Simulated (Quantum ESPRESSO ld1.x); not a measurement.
Q: All-electron atom: As4+ in [Ar] 3d10 4s1. Method: Dirac Kohn-Sham, PW91, spin-unpolarised, spherical densities, point nucleus; computed with ld1.x of Quantum ESPRESSO 7.5. Some entries of the table are withheld. Estimate them.

orbital,occ.,eigenvalue (eV),<r^2> (bohr^2)
1s1/2,2,-11769.6,0.002786
2s1/2,2,-1537.10,0.04842
2p1/2,2,-1379.04,0.03744
2p3/2,4,-1342.43,0.03891
3s1/2,2,-240.565,0.4116
3p1/2,2,(1),0.4353
3p3/2,4,(2),0.4502
3d3/2,4,-91.1770,0.5515
3d5/2,6,-90.4356,0.5585
4s1/2,1,-57.0601,(3)

A: 
(1) 3p1/2 eigenvalue (eV): -187.390
(2) 3p3/2 eigenvalue (eV): -182.347
(3) 4s1/2 <r^2> (bohr^2): 3.167
